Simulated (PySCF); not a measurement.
## How methods differ on the ionisation energy of Mn

Mn [Ar] 3d5 4s2 (6S) → Mn⁺ [Ar] 3d5 4s1 (7S), as a difference of total energies. Computed with PySCF 2.14 in def2-TZVPPD (6s6p4d2f1g, 67 functions), with the non-relativistic Hamiltonian (point nucleus). Correlated levels: valence: [Ar] frozen; valence and next inner shell: [Ne] frozen. The calculations carry no spin-orbit coupling.

```tsv
method	ionisation energy (eV)	difference from reference (eV)
UHF	5.978	-1.456
LDA	7.521	+0.087
PBE	7.204	-0.230
PBE0	7.059	-0.375
r2SCAN	6.894	-0.540
TPSSh	7.035	-0.399
r2SCAN0	6.909	-0.525
M06-2X	8.032	+0.598
revPBE	7.126	-0.308
MP2 (valence)	6.893	-0.541
SCS-MP2 (valence)	7.094	-0.340
MP2 (valence and next inner shell)	6.999	-0.435
SCS-MP2 (valence and next inner shell)	7.099	-0.335
```

Reference: 7.434 eV (measured; NIST Atomic Spectra Database, ionization energies).

These non-relativistic numbers lack the scalar-relativistic shift.

Errors of the correlated levels include the incompleteness of this basis and the frozen core.

MP2 underrates the near-degeneracy of ns² with np² in the lower species.
